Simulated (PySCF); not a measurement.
C₃H₄ClF, SMILES C/C(Cl)=C\F.

Coordinates come from a PBE0-D3(BJ)/def2-SVP optimisation.

Level of theory: SMD-PBE0/6-31G* run with PySCF.

Solvation free energies are E(SMD) − E(gas) at the gas-phase geometry, for 1 M in both phases. In vacuum the dipole moment is 0.58 D.

Computed solvation free energies in water, ethylethanoate, tetrahydrofuran:
```json
[
 {"solvent": "water", "ΔG(solv) (kcal/mol)": "0.8", "its non-electrostatic (CDS) part": "3.6", "dipole (D)": "0.73"},
 {"solvent": "ethylethanoate", "ΔG(solv) (kcal/mol)": "-2.8", "its non-electrostatic (CDS) part": "-0.6", "dipole (D)": "0.70"},
 {"solvent": "tetrahydrofuran", "ΔG(solv) (kcal/mol)": "-2.7", "its non-electrostatic (CDS) part": "-0.3", "dipole (D)": "0.71"}
]
```
